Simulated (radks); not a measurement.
The numbers below are computed, except where a source is named.
Q: Orbital eigenvalues (eV) of the hafnium ion Hf+, [Xe] 4f14 5d1 6s2, of relativity; Dirac values are averaged over j with weights 2j + 1. Spin-unpolarised spherical Kohn-Sham, LDA (Slater exchange, Perdew-Wang correlation), point nucleus unless stated (finite: rms radius 5.347 fm), a radial shooting solver on a logarithmic mesh with Libxc functionals. A level marked "c x" has the speed of light scaled by that factor and shares open shells by 2j + 1; other Dirac levels either fill j = l - 1/2 first or share by 2j + 1.

shell       non-rel.
3p           -2035.8
3d           -1676.0
4s           -442.06
4p           -362.81
4d           -218.74
5s           -65.475
5p           -43.452
4f           -33.554
5d           -12.353
6s           -11.125
6p (empty)   -7.1625
7s (empty)   -3.1137

Give the values at the level "Dirac, c x 0.85".

A: 
shell       Dirac, c x 0.85  change of magnitude (%)
3p                  -2210.0                    +8.56
3d                  -1654.3                    -1.30
4s                  -558.77                   +26.40
4p                  -403.25                   +11.15
4d                  -213.85                    -2.24
5s                  -82.231                   +25.59
5p                  -46.402                    +6.79
4f                  -23.543                   -29.83
5d                  -10.394                   -15.86
6s                  -12.584                   +13.12
6p (empty)          -7.0543                    -1.51
7s (empty)          -3.3155                    +6.48
